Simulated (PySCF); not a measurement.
**Pb2OF2 at several levels of theory**

Computed with PySCF 2.14.0 (density fitting, no spin-orbit coupling) at the geometry relaxed with BP86:

```xyz
5
Pb2OF2 (singlet)
Pb    0.6332    0.0111    2.0397
Pb    0.6332    0.0111   -2.0397
O     1.2012    0.0211    0.0000
F    -1.4449   -0.0254    1.8633
F    -1.4449   -0.0254   -1.8633
```

```tsv
level	basis	state	HOMO (eV)	gap (eV)	charge on Pb1 (e)	dipole about the centre of mass (D)	largest force component (eV/Å)
BP86	Pb def2-SVP with ECP60, O def2-SVP, F def2-SVP	singlet	-6.22	3.07	0.73	5.12	0.02
PBE	the same	singlet	-6.10	3.09	0.73	5.11	0.01
HF	the same	singlet	-9.76	10.03	1.15	6.87	1.04
M06-L	the same	singlet	-6.15	3.48	0.90	5.81	0.18
BP86	Pb def2-TZVP with ECP60, O def2-TZVP, F def2-TZVP	singlet	-6.53	3.22	0.86	5.78	0.37
BP86	Pb x2c-SVPall, O x2c-SVPall, F x2c-SVPall	singlet	-6.23	3.06	0.76	5.07	0.41
```

Charges are Mulliken's, which hang on the basis. The relaxation used the grid (50, 194), these runs (75, 302) or, all-electron (x2c bases, spin-free X2C Hamiltonian), (99, 590).

Q: What does B3LYP with Pb def2-SVP with ECP60, O def2-SVP, F def2-SVP give here?

A: state singlet, HOMO (eV) -7.11, gap (eV) 4.48, charge on Pb1 (e) 0.83, dipole about the centre of mass (D) 5.67, largest force component (eV/Å) 0.27. Time: 6.2 s on 2 threads of Arm Neoverse N1, with other jobs on the host, from an already converged density.

In the first row's basis the gap widens with exact exchange: 3.1 to 3.5 eV for BP86, PBE, M06-L (none); 4.5 eV for B3LYP (a fixed share); 10.0 eV for Hartree–Fock (rising or full at long range).

A frequency check found unstable modes (1, the lowest at -48 cm⁻¹), so the relaxed geometry is probably a saddle point.
